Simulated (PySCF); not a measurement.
## Correlation energy of V⁺ (vanadium, charge +1)

[Ar] 3d3 4p1, one real determinant (an excited configuration). Calculation: PySCF 2.14, in x2c-TZVPPall with one added diffuse shell each of s, p, d, f type (7s6p5d3f1g, 80 functions); scalar relativity by spin-free X2C-1e. Frozen: [Ne]; 12 electrons correlated.

```
  level  correlation energy (mhartree)
   CCSD                        -316.36
    (T)                          -6.94
CCSD(T)                        -323.30
```

Diagnostics: T1 = 0.011, D1 = 0.0419, largest double amplitude 0.025.

Q: Is a single reference adequate?

A: Yes: T1 lies below 0.03 and no double amplitude reaches 0.07.

The reference is one real determinant that mixes LS terms of this configuration.

This basis was not built for core-valence correlation, so the inner-shell part is incomplete.
